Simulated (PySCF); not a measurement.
A PySCF script (with the pyscf-properties extension) for the NMR shieldings of `FC([C@H]1[C@H](CF)O[C@H]1F)F`, C5H6F4O, on a GFN2-xTB geometry:

```python
import basis_set_exchange as bse
import numpy as np
from pyscf import gto, dft
from pyscf.prop import nmr

atoms = """
F    -2.275854   -0.971497   -0.620127
C    -1.909953   -0.574411    0.638593
C    -0.635177    0.252986    0.591351
O    -0.796686    1.512080   -0.083184
C     0.218440    1.236097   -0.998076
F     1.294398    2.057196   -0.804343
C     0.429292   -0.178229   -0.435999
C     1.799583   -0.506896    0.130222
F     1.676102   -1.462165    1.086816
F     2.598338   -1.026685   -0.825537
H    -2.731944    0.023474    1.042046
H    -1.753238   -1.481288    1.230597
H    -0.259896    0.395137    1.611018
H    -0.077539    1.350704   -2.046186
H     0.102952   -0.973847   -1.106626
H     2.313582    0.356288    0.578025
"""
names = dict.fromkeys(["F", "C", "O", "H"], "pcSseg-1")
basis = {el: gto.basis.parse(bse.get_basis(n, elements=[el], fmt="nwchem")) for el, n in names.items()}
mol = gto.M(atom=atoms, basis=basis, charge=0, verbose=0)
mf = dft.RKS(mol, xc="PBE0")
mf.grids.level = 2
mf.grids.alignment = dft.numint.BLKSIZE   # the property module wants whole blocks of grid points
mf.conv_tol = 1e-9
mf.kernel()

calc = nmr.RKS(mf)   # GIAO
C = mf.mo_coeff
Co = C[:, mf.mo_occ > 0]
resp = mf.gen_response(singlet=True, hermi=2)
def vind(x):   # induced exchange potential for any number of trial vectors
    d = np.einsum("pi,xij,qj->xpq", C, 2 * x.reshape(-1, C.shape[1], Co.shape[1]), Co, optimize=True)
    return np.einsum("xpq,pi,qj->xij", resp(d - d.transpose(0, 2, 1)), C, Co, optimize=True).ravel()
mo1, _ = nmr.rhf.solve_mo1(calc, with_cphf=vind)
sigma = calc.kernel(mo1)
for i, s in enumerate(sigma):   # ppm
    w = np.linalg.eigvalsh((s + s.T) / 2)
    print("%2d %-2s iso %8.1f  s11 %8.1f  s22 %8.1f  s33 %8.1f" % (i, mol.atom_pure_symbol(i), w.mean(), *w))
```

Problem. What does it print?

Solution. 
```
 0 F  iso    431.9  s11    405.2  s22    422.0  s33    468.6
 1 C  iso    101.3  s11     72.7  s22     86.3  s33    144.9
 2 C  iso    106.0  s11     79.9  s22     97.0  s33    141.0
 3 O  iso    222.5  s11    142.7  s22    234.0  s33    290.8
 4 C  iso     73.6  s11     48.9  s22     75.4  s33     96.6
 5 F  iso    313.4  s11    223.7  s22    324.9  s33    391.4
 6 C  iso    140.4  s11    118.8  s22    147.9  s33    154.4
 7 C  iso     66.1  s11     48.1  s22     66.2  s33     84.0
 8 F  iso    323.7  s11    213.7  s22    342.5  s33    414.7
 9 F  iso    306.6  s11    217.4  s22    332.3  s33    370.0
10 H  iso     26.5  s11     22.1  s22     26.2  s33     31.2
11 H  iso     27.1  s11     23.0  s22     26.7  s33     31.4
12 H  iso     27.0  s11     25.5  s22     26.0  s33     29.3
13 H  iso     25.5  s11     21.3  s22     26.3  s33     29.0
14 H  iso     28.0  s11     24.5  s22     29.2  s33     30.4
15 H  iso     24.9  s11     22.9  s22     24.7  s33     27.1
```

These numbers come from an equivalent density-fitted implementation of the same equations, which agrees with the script to about 0.01 ppm for H and up to a few tenths of a ppm for heavy atoms, so last digits may differ.

Problem. Turn these shieldings into chemical shifts. Chemical shifts δ = σref − σ; CFCl3 for $^{19}$F (170.95 ppm); $^{13}$C (186.93 ppm) and $^{1}$H (31.72 ppm) against TMS; $^{17}$O (336.08 ppm) vs H2O, all at this level.

Solution. Averaging equivalent atoms: F 9: -135.6; F 5: -142.4; F 8: -152.7; F 0: -261.0; C 7: 120.8; C 4: 113.3; C 1: 85.6; C 2: 81.0; C 6: 46.6; O 3: 113.6; H 15: 6.82; H 13: 6.17; H 10: 5.20; H 12: 4.76; H 11: 4.66; H 14: 3.67 ppm. Unscaled 19F shifts against computed CFCl3 carry errors that often reach 10 to 50 ppm. Experimental scales use liquid or dissolved standards, which lie at an offset from isolated H2O (liquid H2O: subtract about 36 ppm).

Size and cost of the density-fitted run: 200 basis functions, 65 s wall time on 1 thread of an Arm Neoverse N1, shared host; peak memory 0.88 GiB.
